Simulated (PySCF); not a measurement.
## Two-component Hartree-Fock for Rh¹⁹⁺ (rhodium, charge +19)

Start: [Ar] 3d8; 3d3/2 filled at m_j = -3/2, -1/2, +1/2, +3/2; 3d5/2 filled at m_j = -1/2, +1/2, +3/2, +5/2. Calculated with PySCF 2.14 in an uncontracted even-tempered set (17 s from 2.1 bohr⁻², ratio 2.8; 12 p from 2.7 bohr⁻², ratio 2.8; 8 d from 2.7 bohr⁻², ratio 2.8; 4 f from 12 bohr⁻², ratio 3): generalised Hartree-Fock with the X2C-1e Hamiltonian and a Gaussian nucleus; one run each with spin-orbit coupling (SO) switched off, then screened by Boettger's factors.

| spinor shell | electrons | ε, spin-free (eV) | ε, screened SO (eV) | weight of nominal j (screened SO) | rms radius, screened SO (bohr) |
| --- | --- | --- | --- | --- | --- |
| 1s1/2 | 2 | -23929.1 | -23927.4 | 1.000 | 0.0374 |
| 2s1/2 | 2 | -4040.0 | -4039.3 | 1.000 | 0.153 |
| 2p1/2 | 2 | -3675.5 | -3777.5 | 1.000 | 0.133 |
| 3s1/2 | 2 | -1176.3 | -1176.1 | 1.000 | 0.405 |
| 3p1/2 | 2 | -1052.3 | -1075.2 | 0.985 | 0.397 |
| 3p3/2 | 4 | -1052.3 | -1041.4 | 0.992 | 0.407 |
| 3d3/2 | 4 | -867.69 | -871.40 | 0.860 | 0.376 |
| 3d5/2 | 4 | -867.69 | -864.52 | 0.881 | 0.378 |

Task: Where does 2p3/2 lie, and what is the 2p spin-orbit splitting (screened SO)?

Result: At -3627.6 eV, 149.91 eV above 2p1/2.

```csv
quantity,spin-free,screened SO
E (hartree),-4614.25863,-4615.12357
M_J,4,4
⟨J²⟩,20.001,20.001
⟨L²⟩,12.001,12.226
⟨S²⟩,2.000,1.953
```

Each row is a mean over spinors that exchange with the open shell spreads, by up to 22.975 eV (3p3/2).

Rows whose weight is well below 1 are mixtures of j = l ± 1/2: exchange outweighs spin-orbit coupling there, and the label is only the starting occupation.

Breit and QED terms are absent; they matter most for the inner s and p1/2 levels.

Densities and radii are taken from the X2C orbitals without a picture-change correction, which distorts them close to the nucleus.

Without spin-orbit coupling the j labels of p, d and f shells carry no meaning; the spin-free column gives the mean over the occupied spinors of each nl shell.
